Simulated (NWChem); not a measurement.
System: cyclopentanone (C5H8O); SMILES C1CCC(C1)=O

Input file for NWChem:

```
start job
memory heap 200 mb stack 900 mb global 1100 mb
geometry units angstroms
  O      0.000000     0.000000     2.142928
  C      0.000000     0.000000     0.931721
  C      0.126756     1.238225     0.032902
  C     -0.225521     0.740319    -1.379035
  C      0.225521    -0.740319    -1.379035
  C     -0.126756    -1.238225     0.032902
  H     -0.490077     2.059827     0.408928
  H      1.172736     1.573741     0.084177
  H      0.248393     1.325645    -2.172640
  H     -1.310531     0.796095    -1.534490
  H      1.310531    -0.796095    -1.534490
  H     -0.248393    -1.325645    -2.172640
  H     -1.172736    -1.573741     0.084177
  H      0.490077    -2.059827     0.408928
end
basis spherical
  * library 3-21g
end
dft
  xc b3lyp
  iterations 150
end
driver
  maxiter 120
end
task dft optimize
task dft freq
```

Parts of the log:

```
             Northwest Computational Chemistry Package (NWChem) 7.3.0
             --------------------------------------------------------

 C2  symmetry detected

                             Geometry "geometry" -> ""
                             -------------------------

 Output coordinates in angstroms (scale by  1.889725989 to convert to a.u.)

  No.       Tag          Charge          X              Y              Z
 ---- ---------------- ---------- -------------- -------------- --------------
    1 O                    8.0000     0.00000000     0.00000000     2.13962139
    2 C                    6.0000     0.00000000     0.00000000     0.92841439
    3 C                    6.0000     0.12663283     1.23823760     0.02959539
    4 C                    6.0000    -0.22559464     0.74029656    -1.38234161
    5 C                    6.0000     0.22559464    -0.74029656    -1.38234161
    6 C                    6.0000    -0.12663283    -1.23823760     0.02959539
    7 H                    1.0000    -0.49028190     2.05977824     0.40562139
    8 H                    1.0000     1.17257945     1.57385765     0.08087039
    9 H                    1.0000     0.24826113     1.32566970    -2.17594661
   10 H                    1.0000    -1.31061018     0.79596463    -1.53779661
   11 H                    1.0000     1.31061018    -0.79596463    -1.53779661
   12 H                    1.0000    -0.24826113    -1.32566970    -2.17594661
   13 H                    1.0000    -1.17257945    -1.57385765     0.08087039
   14 H                    1.0000     0.49028190    -2.05977824     0.40562139

 Effective nuclear repulsion energy (a.u.)     234.5559404943

      Symmetry information
      --------------------

 Group name             C2
 Group number              4
 Group order               2
 No. of unique centers     8

                                Z-matrix (autoz)
                                --------

 Units are Angstrom for bonds and degrees for angles

      Type          Name      I     J     K     L     M      Value
      ----------- --------  ----- ----- ----- ----- ----- ----------
    1 Stretch                  1     2                       1.21121
    2 Stretch                  2     3                       1.53530
    3 Stretch                  2     6                       1.53530
    4 Stretch                  3     4                       1.53804
    5 Stretch                  3     7                       1.09403
    6 Stretch                  3     8                       1.09967
    7 Stretch                  4     5                       1.54781
    8 Stretch                  4     9                       1.09408
    9 Stretch                  4    10                       1.09751
   10 Stretch                  5     6                       1.53804
   11 Stretch                  5    11                       1.09751
   12 Stretch                  5    12                       1.09408
   13 Stretch                  6    13                       1.09967
   14 Stretch                  6    14                       1.09403
   15 Bend                     1     2     3               125.83378
   16 Bend                     1     2     6               125.83378
   17 Bend                     2     3     4               104.91810
   18 Bend                     2     3     7               110.97159
   19 Bend                     2     3     8               107.29562
   20 Bend                     2     6     5               104.91810
   21 Bend                     2     6    13               107.29562
   22 Bend                     2     6    14               110.97159
   23 Bend                     3     2     6               108.33245
   24 Bend                     3     4     5               104.05970
   25 Bend                     3     4     9               113.17154
   26 Bend                     3     4    10               109.87762
   27 Bend                     4     3     7               115.43594
   28 Bend                     4     3     8               111.06552
   29 Bend                     4     5     6               104.05970
   30 Bend                     4     5    11               109.67609
   31 Bend                     4     5    12               112.67783
   32 Bend                     5     4     9               112.67783
   33 Bend                     5     4    10               109.67609
   34 Bend                     5     6    13               111.06552
   35 Bend                     5     6    14               115.43594
   36 Bend                     6     5    11               109.87762
   37 Bend                     6     5    12               113.17154
   38 Bend                     7     3     8               106.92573
   39 Bend                     9     4    10               107.35540
   40 Bend                    11     5    12               107.35540
   41 Bend                    13     6    14               106.92573
   42 Torsion                  1     2     3     4        -168.36466
   43 Torsion                  1     2     3     7         -43.04540
   44 Torsion                  1     2     3     8          73.43564
   45 Torsion                  1     2     6     5        -168.36466
   46 Torsion                  1     2     6    13          73.43564
   47 Torsion                  1     2     6    14         -43.04540
   48 Torsion                  2     3     4     5         -30.21740
   49 Torsion                  2     3     4     9        -152.86842
   50 Torsion                  2     3     4    10          87.14623
   51 Torsion                  2     6     5     4         -30.21740
   52 Torsion                  2     6     5    11          87.14623
   53 Torsion                  2     6     5    12        -152.86842
   54 Torsion                  3     2     6     5          11.63534
   55 Torsion                  3     2     6    13        -106.56436
   56 Torsion                  3     2     6    14         136.95460
   57 Torsion                  3     4     5     6          37.70311
   58 Torsion                  3     4     5    11         -79.80011
   59 Torsion                  3     4     5    12         160.67797
   60 Torsion                  4     3     2     6          11.63534
   61 Torsion                  4     5     6    13          85.39776
   62 Torsion                  4     5     6    14        -152.68722
   63 Torsion                  5     4     3     7        -152.68722
   64 Torsion                  5     4     3     8          85.39776
   65 Torsion                  6     2     3     7         136.95460
   66 Torsion                  6     2     3     8        -106.56436
   67 Torsion                  6     5     4     9         160.67797
   68 Torsion                  6     5     4    10         -79.80011
   69 Torsion                  7     3     4     9          84.66176
   70 Torsion                  7     3     4    10         -35.32360
   71 Torsion                  8     3     4     9         -37.25326
   72 Torsion                  8     3     4    10        -157.23862
   73 Torsion                  9     4     5    11          43.17475
   74 Torsion                  9     4     5    12         -76.34717
   75 Torsion                 10     4     5    11         162.69667
   76 Torsion                 10     4     5    12          43.17475
   77 Torsion                 11     5     6    13        -157.23862
   78 Torsion                 11     5     6    14         -35.32360
   79 Torsion                 12     5     6    13         -37.25326
   80 Torsion                 12     5     6    14          84.66176

                           NWChem Geometry Optimization
                           ----------------------------

 maximum gradient threshold         (gmax) =   0.000450
 rms gradient threshold             (grms) =   0.000300
 maximum cartesian step threshold   (xmax) =   0.001800
 rms cartesian step threshold       (xrms) =   0.001200
 fixed trust radius                (trust) =   0.300000
 source of zmatrix                         =   autoz

          -------------------
          Energy Minimization
          -------------------

 Using diagonal initial Hessian
 Scaling for Hessian diagonals: bonds = 1.00  angles = 0.25  torsions = 0.10

          --------
          Step   0

                                 NWChem DFT Module
                                 -----------------

 Summary of "ao basis" -> "ao basis" (spherical)
 ------------------------------------------------------------------------------
       Tag                 Description            Shells   Functions and Types
 ---------------- ------------------------------  ------  ---------------------
 O                           3-21g                   5        9   3s2p
 C                           3-21g                   5        9   3s2p
 H                           3-21g                   2        2   2s

      Symmetry analysis of basis
      --------------------------

        a          36
        b          34

            General Information
            -------------------
          SCF calculation type: DFT
          Wavefunction type:  closed shell.
          No. of atoms     :    14
          No. of electrons :    46
           Alpha electrons :    23
            Beta electrons :    23
          Charge           :     0
          Spin multiplicity:     1
          Use of symmetry is: on ; symmetry adaption is: on
          Maximum number of iterations: 150
          AO basis - number of functions:    70
                     number of shells:    46
          Convergence on energy requested:  1.00D-06
          Convergence on density requested:  1.00D-05
          Convergence on gradient requested:  5.00D-04

              XC Information
              --------------
                         B3LYP Method XC Potential
                     Hartree-Fock (Exact) Exchange  0.200
                        Slater Exchange Functional  0.800 local
                    Becke 1988 Exchange Functional  0.720 non-local
              Lee-Yang-Parr Correlation Functional  0.810
                  VWN I RPA Correlation Functional  0.190 local

             Grid Information
             ----------------
          Grid used for XC integration:  medium
          Radial quadrature: Mura-Knowles
          Angular quadrature: Lebedev.
          Tag              B.-S. Rad. Rad. Pts. Rad. Cut. Ang. Pts.
          ---              ---------- --------- --------- ---------
          O                   0.60       49          11.0       434
          C                   0.70       49           9.0       434
          H                   0.35       45          10.0       434
          Grid pruning is: on
          Number of quadrature shells:   376
          Spatial weights used:  Erf1

      Superposition of Atomic Density Guess
      -------------------------------------

[...]

      ----------------------
      Optimization converged
      ----------------------

  Step       Energy      Delta E   Gmax     Grms     Xrms     Xmax
  ---- ---------------- -------- -------- -------- -------- --------
@    4    -269.09350582 -1.3D-06  0.00006  0.00002  0.00062  0.00147
                                     ok       ok       ok       ok

                                Z-matrix (autoz)
                                --------

 Units are Angstrom for bonds and degrees for angles

[...]

 Rotational Constants
 --------------------
 A=   0.218217 cm-1  (  0.313959 K)
 B=   0.109189 cm-1  (  0.157095 K)
 C=   0.078599 cm-1  (  0.113084 K)

 Temperature                      =   298.15K
 frequency scaling parameter      =   1.0000

 Zero-Point correction to Energy  =   76.757 kcal/mol  (  0.122320 au)
 Thermal correction to Energy     =   80.247 kcal/mol  (  0.127882 au)
 Thermal correction to Enthalpy   =   80.839 kcal/mol  (  0.128825 au)

 Total Entropy                    =   73.700 cal/mol-K
   - Translational                =   39.183 cal/mol-K (mol. weight =  84.0575)
   - Rotational                   =   24.869 cal/mol-K (symmetry #  =        2)
   - Vibrational                  =    9.648 cal/mol-K

 Cv (constant volume heat capacity) =   20.447 cal/mol-K
   - Translational                  =    2.979 cal/mol-K
   - Rotational                     =    2.979 cal/mol-K
   - Vibrational                    =   14.488 cal/mol-K

[normal modes left out]

 ----------------------------------------------------------------------------
 Normal Eigenvalue ||           Projected Infra Red Intensities
  Mode   [cm**-1]  || [atomic units] [(debye/angs)**2] [(KM/mol)] [arbitrary]
 ------ ---------- || -------------- ----------------- ---------- -----------
    1       -0.000 ||    0.001246           0.029         1.215       1.133
    2       -0.000 ||    0.000537           0.012         0.523       0.488
    3       -0.000 ||    0.000016           0.000         0.015       0.014
    4       -0.000 ||    0.000899           0.021         0.877       0.817
    5       -0.000 ||    0.000038           0.001         0.037       0.035
    6        0.000 ||    0.000801           0.018         0.781       0.728
    7       88.057 ||    0.004510           0.104         4.397       4.100
    8      228.608 ||    0.000063           0.001         0.062       0.058
    9      444.941 ||    0.005957           0.137         5.807       5.415
   10      475.014 ||    0.000393           0.009         0.383       0.357
   11      566.305 ||    0.004828           0.111         4.707       4.389
   12      591.639 ||    0.003143           0.073         3.064       2.858
   13      704.061 ||    0.001246           0.029         1.214       1.132
   14      804.900 ||    0.000147           0.003         0.143       0.133
   15      849.160 ||    0.018549           0.428        18.082      16.862
   16      890.972 ||    0.000575           0.013         0.561       0.523
   17      947.150 ||    0.003247           0.075         3.165       2.952
   18      973.664 ||    0.018632           0.430        18.163      16.938
   19     1006.004 ||    0.000285           0.007         0.278       0.259
   20     1035.962 ||    0.000977           0.023         0.953       0.889
   21     1112.427 ||    0.083635           1.930        81.531      76.030
   22     1187.510 ||    0.000077           0.002         0.075       0.070
   23     1210.893 ||    0.000181           0.004         0.177       0.165
   24     1257.857 ||    0.000013           0.000         0.012       0.011
   25     1283.723 ||    0.000124           0.003         0.121       0.113
   26     1334.876 ||    0.005897           0.136         5.748       5.360
   27     1338.409 ||    0.000992           0.023         0.967       0.902
   28     1371.184 ||    0.000011           0.000         0.011       0.010
   29     1373.076 ||    0.000461           0.011         0.450       0.419
   30     1502.894 ||    0.024225           0.559        23.616      22.022
   31     1503.603 ||    0.000104           0.002         0.101       0.094
   32     1548.999 ||    0.007064           0.163         6.887       6.422
   33     1557.838 ||    0.002253           0.052         2.196       2.048
   34     1776.241 ||    0.146577           3.382       142.890     133.249
   35     3048.935 ||    0.005229           0.121         5.097       4.753
   36     3049.893 ||    0.006203           0.143         6.047       5.639
   37     3066.569 ||    0.018155           0.419        17.699      16.504
   38     3072.063 ||    0.028825           0.665        28.100      26.204
   39     3124.259 ||    0.012206           0.282        11.899      11.096
   40     3124.953 ||    0.015631           0.361        15.238      14.210
   41     3129.647 ||    0.009038           0.209         8.811       8.216
   42     3135.667 ||    0.029017           0.669        28.287      26.378
 ----------------------------------------------------------------------------
```

Level: B3LYP/3-21G. B3LYP is NWChem's, with the RPA form of VWN correlation.
